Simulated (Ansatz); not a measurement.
Calculated with Ansatz (gas phase, PBE0-D4/def2-TZVP geometries, no zero-point term in ΔE). CCSD(T)/CBS adds triple-zeta CCSD(T) − MP2 to the extrapolated MP2 energy (def2 sets, frozen cores). DFT in def2-TZVPP. B3LYP here is the variant with VWN-RPA as its local correlation; programs differ in this. Elements past krypton have def2 core potentials. For Sn outer-core shells are correlated without core-valence functions, which leaves a few kJ/mol of doubt a bond.

Consider the formal exchange of groups at the Sn–C bond: `CC1=C[CH]1[SnH3]` + `F[Si](F)(F)F` → `F[Si](F)(F)[SnH3]` + `CC1=CC1F`.

CCSD(T)/CBS gives +1.67 eV.

(1) Another level gave +1.77 eV. Which?
A. SCS-MP2/def2-TZVPP
B. CCSD/def2-TZVPP
C. MP2/def2-TZVPP
D. B3LYP/def2-TZVPP

Largest T1 diagnostic among the species: 0.013.

## Answers

(1) A. SCS-MP2/def2-TZVPP 1.77, CCSD/def2-TZVPP 1.68, B3LYP 1.38, MP2/def2-TZVPP 1.83 eV.

From PBE to PBE0 (25 % exact exchange), in def2-TZVPP and without D4, ΔE moves by +0.12 eV. In def2-TZVPP, CCSD(T) changes the Hartree–Fock value by +0.09 eV (the triples alone add +0.01 eV) and MP2 by +0.23 eV.
